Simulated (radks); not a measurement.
The nuclear charge of neutral oxygen is varied continuously with 8 electrons held in [He] 2s2 2p4. All-electron calculation, non-relativistic Kohn-Sham, LDA (Slater exchange, Perdew-Wang correlation), spin-polarised, spherical densities, point nucleus; open shells are filled with parallel spins first. Program: a radial shooting solver on a logarithmic mesh with Libxc functionals. By the Hellmann-Feynman theorem dE/dZ = E(electron-nucleus)/Z, the electronic potential at the nucleus.

| Z | E (hartree) | E(electron-nucleus)/Z (hartree) | HOMO | e(HOMO) (eV) | <r> HOMO (bohr) |
|---|---|---|---|---|---|
| 7.8 | -70.16368 | -21.4517 | 2p | -4.578 | 1.442 |
| 7.9 | -72.32656 | -21.8058 | 2p | -5.955 | 1.386 |
| 8 | -74.52483 | -22.1595 | 2p | -7.414 | 1.336 |
| 8.1 | -76.75845 | -22.5128 | 2p | -8.952 | 1.291 |
| 8.2 | -79.02739 | -22.8658 | 2p | -10.568 | 1.250 |
| 8.3 | -81.33161 | -23.2186 | 2p | -12.260 | 1.213 |
| 8.4 | -83.67110 | -23.5711 | 2p | -14.029 | 1.178 |
| 8.5 | -86.04583 | -23.9234 | 2p | -15.872 | 1.146 |
| 8.6 | -88.45578 | -24.2756 | 2p | -17.790 | 1.116 |
| 8.7 | -90.90094 | -24.6276 | 2p | -19.781 | 1.087 |
| 8.8 | -93.38129 | -24.9794 | 2p | -21.845 | 1.061 |
| 8.9 | -95.89682 | -25.3311 | 2p | -23.982 | 1.035 |
| 9 | -98.44751 | -25.6827 | 2p | -26.191 | 1.012 |

The central difference of E at Z = 8 is -22.159 hartree, to compare with the third column; the second derivative is -3.53 hartree.
